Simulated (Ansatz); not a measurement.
CBClFNO (SMILES O=C=NB(F)Cl), singlet, at a GFN2-xTB geometry; MP2/def2-SVPD (Ansatz, a first-principles code).

Input for Ansatz:
Ansatz 0.2 input:
```yaml
crystal:
  periodic: [false, false, false]
  atoms:
    - {symbol: B, position_ang: [-0.38835308, 0.59816295, -0.24821980]}
    - {symbol: Cl, position_ang: [-1.81628338, -0.34509551, -0.23432524]}
    - {symbol: F, position_ang: [-0.45166976, 1.85846577, -0.63152154]}
    - {symbol: N, position_ang: [0.85450332, 0.08571993, 0.13283794]}
    - {symbol: C, position_ang: [1.70839338, -0.65828772, 0.51019821]}
    - {symbol: O, position_ang: [2.58146589, -1.31258702, 0.86465838]}
basis:
  gaussian:
    orbitals: def2-SVPD
magnetization: {spin_polarized: false}
correlation: {method: mp2}
```

Output, abridged:

```
Functional definition: HF
1284 factors; integrals over basis functions are off by at most 1.1e-3 eV
mean field evaluation 1: about -20421.6262 eV, gradient 4.2e1 eV
mean field evaluation 2: about -20421.7460 eV, gradient 4.2e1 eV
mean field evaluation 4: about -20425.0927 eV, gradient 4.1e0 eV
mean field evaluation 8: about -20425.1445 eV, gradient 3.7e-1 eV
mean field evaluation 16: about -20425.1450 eV, gradient 2.7e-6 eV
mean field -20425.14497805 eV, -750.6102332828 hartree, gradient 2.7e-6 eV, S^2 0.000000; 0 other end points of the search recorded, 0 dependent functions left out
10 core orbitals not correlated
reference -20425.14497805 eV, -750.6102332828 hartree; 16, 16 occupied and 107, 107 virtual orbitals, 1284 factors
second order -24.08234485 eV of doubles, -0.00000000 eV of singles
Total energy: -20449.22732290 eV, -751.4952431324 hartree
```
